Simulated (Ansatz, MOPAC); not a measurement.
Molecule: MgCl, net charge 1, singlet state. SMILES: [Cl][Mg+]

Atoms: Mg1, Cl2. Bonds: Mg1-Cl2.

Bond lengths (Å) and angles (degrees) optimised at MNDO with MOPAC; HF/3-21G with Ansatz (a first-principles code); PBE/6-31G* with Ansatz, each started from the B3LYP-D3(BJ)/def2-TZVP structure (Ansatz) of the last column. A row stands for all coordinates that are equal there. 6-31G* holds six Cartesian d functions.

```
coordinate   MNDO  HF/3-21G  PBE/6-31G*  B3LYP-D3(BJ)/def2-TZVP
----------  -----  --------  ----------  ----------------------
Mg1-Cl2     2.101     2.211       2.146                   2.118
```

Mean signed difference of all 1 bond lengths from B3LYP-D3(BJ)/def2-TZVP: MNDO -0.016 Å, HF/3-21G 0.093 Å, PBE/6-31G* 0.028 Å.
